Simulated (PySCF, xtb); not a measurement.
C2H4Cl2OSi, SMILES Cl[Si](C=C)(Cl)O. The values are those of a single conformer.

Harmonic wavenumbers (cm⁻¹) from xtb with GFN2-xTB at its own minimum, in rising order: 41, 120, 124, 154, 194, 222, 233, 334, 458, 478, 546, 716, 783, 912, 927, 1016, 1027, 1279, 1406, 1667, 3036, 3089, 3129, 3626.

What does PBE-D3(BJ)/def2-SVP (PySCF) give at its own minimum? (The exact figures need the calculation; the answer reports its results.)

64, 113, 149, 176, 223, 255, 271, 344, 501, 502, 604, 706, 800, 912, 961, 978, 996, 1229, 1369, 1621, 3060, 3092, 3159, 3771. Paired by order, the mean absolute difference is 32 cm⁻¹ and the zero-point energies are 36.5 and 37.0 kcal/mol.
